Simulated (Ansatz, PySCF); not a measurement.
C₄H₁₀Si₂, SMILES C=C[Si@@H]1[SiH2]CC1. Atoms are numbered in the order given.

```xyz
16

C      3.1624     0.7466    -0.1466
C      2.0814     0.0432    -0.5063
Si     0.3554     0.4196     0.0919
C     -1.0663     0.5092    -1.1936
C     -2.2264    -0.0185    -0.3099
Si    -1.2010    -1.1623     0.8374
H      3.0911     1.6110     0.5235
H      4.1677     0.4933    -0.5020
H      2.2210    -0.8140    -1.1786
H      0.3999     1.6460     0.9523
H     -0.8384    -0.2167    -1.9939
H     -1.2590     1.4782    -1.6817
H     -3.0672    -0.4609    -0.8675
H     -2.6383     0.7995     0.3058
H     -1.6654    -1.3508     2.2473
H     -0.9982    -2.5111     0.2161
```
Charge 0, spin multiplicity 1.

Geometry: PBE0-D3(BJ)/def2-SVP. The structure was generated by enumeration; whether it is a known compound was not checked. One conformer was computed; it need not be the lowest.

Two levels are set side by side: PBE-D3(BJ)/def2-SVP (Ansatz, a quantum-chemistry and plane-wave program) and PBE0-D3(BJ)/def2-SVP (Ansatz). Each level has its own optimised geometry; the coordinates shown are those of the second. Frequencies come from the Hessian of PySCF at each geometry. Differences are taken from unrounded values.

```csv
quantity,PBE0-D3(BJ),PBE-D3(BJ),PBE-D3(BJ) minus PBE0-D3(BJ)
mean bond length (Å),1.445,1.455,0.010
bond C1–C2 (Å),1.339,1.350,0.011
bond C2–Si3 (Å),1.865,1.873,0.008
bond Si3–C4 (Å),1.919,1.933,0.014
bond Si3–Si6 (Å),2.341,2.354,0.013
bond C4–C5 (Å),1.551,1.559,0.008
bond C5–Si6 (Å),1.917,1.930,0.013
bond C1–H7 (Å),1.096,1.104,0.008
bond C1–H8 (Å),1.096,1.104,0.008
bond C2–H9 (Å),1.098,1.107,0.008
bond Si3–H10 (Å),1.499,1.510,0.011
bond C4–H11 (Å),1.104,1.112,0.008
bond C4–H12 (Å),1.102,1.110,0.008
bond C5–H13 (Å),1.102,1.110,0.008
bond C5–H14 (Å),1.104,1.111,0.008
bond Si6–H15 (Å),1.496,1.507,0.011
bond Si6–H16 (Å),1.499,1.509,0.011
highest harmonic wavenumber (cm⁻¹),3235,3140,-95
mean harmonic wavenumber (cm⁻¹),1288,1245,-42
zero-point energy (kcal/mol),77.31,74.76,-2.55
```

Exact exchange shortens and stiffens bonds; PBE has none. Differences between two approximate levels are no errors against the true value.
